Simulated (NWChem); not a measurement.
System: SnBrF3; SMILES [F][Sn]([F])([F])[Br]

The following NWChem deck was run.

```
start job
memory heap 200 mb stack 900 mb global 1100 mb
geometry units angstroms noautosym nocenter noautoz
  F     -1.748413     0.268906     1.318703
  Sn     0.000000     0.000000     0.598769
  F      1.107086     1.379717     1.318703
  F      0.641327    -1.648623     1.318703
  Br     0.000000     0.000000    -1.831175
end
basis spherical
  * library def2-svpd
end
ecp
  Sn library def2-ecp
end
dft
  xc b3lyp
  iterations 150
end
property
  response 1 0.0
end
task dft property
```

Coordinates come from a PBE0/def2-SVP optimisation. Not confirmed as a minimum by frequencies. def2 effective core potentials on Sn; no spin-orbit coupling.

Static field.

**Question.** What results follow from this input? (B3LYP/def2-SVPD with def2 effective core potentials on Sn.) Quantities: isotropic polarisability (bohr³); anisotropy (bohr³).

**Answer.** The isotropic polarisability (bohr³) comes out as 56.9 and the anisotropy (bohr³) comes out as 20.3.
